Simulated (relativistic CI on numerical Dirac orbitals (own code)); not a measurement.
Calculated at this level of theory: Dirac-Coulomb-Breit CI, KLI orbitals optimised for each configuration, QED by a radiative potential, unscaled Slater integrals (own radial code, finite nucleus).

Configuration list (outside the closed core [Ne]): 3s2 3p6 3d4, 3s2 3p5 3d5, 3s 3p6 3d5, 3s2 3p6 3d3 4s, 3s2 3p6 3d3 4p, 3s2 3p6 3d3 4d, 3s2 3p5 3d4 4s, 3s2 3p6 3d3 4f, 3s2 3p5 3d4 4p, 3s 3p6 3d4 4s, 3s2 3p6 3d2 4s 4p, 3s2 3p6 3d3 5s, 3p6 3d5 4p, 3s 3p6 3d4 4p, 3s2 3p6 3d3 5p, 3s2 3p6 3d3 5d, 3s 3p6 3d4 4d, 3s2 3p6 3d3 5g, 3s2 3p6 3d3 6s, 3p6 3d6, 3p5 3d7, 3p5 3d6 4s, 3s2 3p6 3d2 4s2, 3s2 3p6 3d 4s2 4p, 3s2 3p6 3d 4s2 4d, 3p6 3d5 4s, 3p5 3d5 4s2, 3s2 3p6 3d2 4p2, 3s2 3p6 3d 4s 4p2, 3s2 3p6 3d 4p3, 3s2 3p6 3d 4p2 4d, 3s2 3p5 3d2 4s 4p2, 3s2 3p6 3d2 4s 4d, 3s2 3p6 3d 4s 4p 4d, 3s2 3p6 3d 4s 4d2, 3s2 3p5 3d2 4s2 4d, 3s 3p6 3d3 4s2, 3s 3p6 3d2 4s2 4p, 3s 3p6 3d2 4s2 4d. Double excitations out of closed p, d and f shells are left out; levels of such configurations are missing from the list, as are those of other unlisted configurations, and high levels can miss mixing partners. These lack a partner that the ground configuration has and come out too high: 3s2 3p5 3d4 4p.

At this charge energies of transitions that change n are usually good to better than 1 %, and those within a shell (Δn = 0) to a few per cent. Terms inside the open d or f shell come out 10 to 20 % too wide with unscaled integrals.

Outline of the computed level scheme of Sb XXX. Lowest level of each configuration: 3s2 3p6 3d4 5D_0 at 0.000 eV; 3s2 3p5 3d5 7P°_4 at 177.478 eV.

Some strong electric-dipole decays among the lowest 45 levels: 3s2 3p5 3d5 5D°_3 → 3s2 3p6 3d4 5D_2 (1.4e+10 s⁻¹); 3s2 3p5 3d5 5G°_4 → 3s2 3p6 3d4 5D_3 (4.2e+09 s⁻¹).

LS names give the leading component of a level, which can be under half, so a name can repeat, a term be missing and a line seem to break the LS rules.
